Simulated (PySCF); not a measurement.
**Os⁷⁴⁺: ionisation energy**

Os⁷⁴⁺ 1s2 → Os⁷⁵⁺ 1s1 [1s1/2^1, M_J = 1/2], as a difference of total energies. All numbers are calculated (PySCF 2.14, the two-component X2C-1e Hamiltonian, in an uncontracted even-tempered set (15 s from 260 bohr⁻², ratio 2.4; 11 p from 330 bohr⁻², ratio 2.4; 3 d from 1000 bohr⁻², ratio 2.6; 3 f from 1500 bohr⁻², ratio 2.6)). Correlated levels: nothing frozen; the 24 highest virtual spinors dropped. "Screened" scales the spin-orbit matrix elements by Boettger's factors to mimic the two-electron term; Breit and QED terms are absent.

```
                    method  ionisation energy (eV)  difference from reference (eV)
 GHF (screened spin-orbit)                 84191.5                          +215.3
GMP2 (screened spin-orbit)                 84193.5                          +217.3
```

Reference: 83976.18 ± 0.22 eV (theoretical estimate listed by NIST; NIST Atomic Spectra Database, ionization energies).

For this ion Breit and QED terms and the two-electron picture change, all absent here, outweigh the correlation shift from GHF to GMP2.
